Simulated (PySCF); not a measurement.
C2H7BOS. Atoms are numbered in the order given.

```xyz
12

B      0.4482     0.3068     0.0000
C      1.5079     1.4713     0.0000
H      2.5357     1.0774     0.0000
H      1.3845     2.1200    -0.8841
H      1.3845     2.1200     0.8841
O      0.8785    -0.9773     0.0000
C      0.0205    -2.1013     0.0000
H     -0.6253    -2.1108     0.8948
H      0.6417    -3.0082     0.0000
H     -0.6253    -2.1108    -0.8948
S     -1.3662     0.6252     0.0000
H     -1.2762     1.9729     0.0000
```

Coordinates come from a B3LYP-D3(BJ)/def2-SVP optimisation. This is a generated structure with no PubChem entry under its InChIKey; it may be hypothetical. The values are those of a single conformer.

Calculation: r2SCAN/def2-TZVP run with PySCF.

Symmetry labels are those of the subgroup Cs that the program uses (full group Cs).

Computed valence orbital energies around the gap with their symmetry:
```csv
orbital,symmetry,energy (eV)
HOMO−7,A',-10.68
HOMO−6,A',-10.14
HOMO−5,A",-10.10
HOMO−4,A',-9.33
HOMO−3,A',-8.56
HOMO−2,A",-7.97
HOMO−1,A',-7.26
HOMO,A",-6.62
LUMO,A",-0.25
LUMO+1,A',0.03
LUMO+2,A',1.11
LUMO+3,A',1.86
```
